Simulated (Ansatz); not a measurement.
Mg₅S₄I₂. The state is a singlet with charge 0. Geometry PBE-D4/def2-SVP, basis def2-TZVP, Ansatz.

```xyz
11

Mg    0.898   -1.625   -1.593
Mg   -2.357   -0.652    0.063
Mg    0.167   -1.707    1.331
Mg    2.127    0.989   -0.154
Mg   -0.707    1.837    1.286
S    -1.108   -2.570   -0.667
S     2.344   -1.384    0.352
S    -1.482   -0.240    2.297
S     1.339    2.869    0.947
I     1.500    0.610   -3.004
I    -2.722    1.873   -0.858
```

```
run  HOMO (eV)  LUMO (eV)
  A      -5.32      -2.43
  B      -8.75      -0.37
  C      -8.42      -0.56
  D      -5.72      -2.24
  E      -5.11      -2.82
  F      -6.18      -2.16
```

In the def2 sets I takes a core potential; there is no spin–orbit coupling. LC-ωPBE has ω = 0.4 bohr⁻¹. Single mean-field runs in def2-TZVP are fitted with def2-universal-jkfit.

The runs used LC-ωPBE, PBE, PBE0, r2SCAN, r2SCANh, ωB97X-V. Estimate which is which.

A r2SCAN (0 % exact exchange); B LC-ωPBE (range-separated); C ωB97X-V (range-separated); D r2SCANh (10 % exact exchange); E PBE (0 % exact exchange); F PBE0 (25 % exact exchange). Exact exchange lowers occupied and raises empty levels; among semilocal functionals meta-GGAs tend to open the gap a little, and such runs are hard to tell apart. The gap grows from 2.29 eV (PBE) to 8.38 eV (LC-ωPBE).
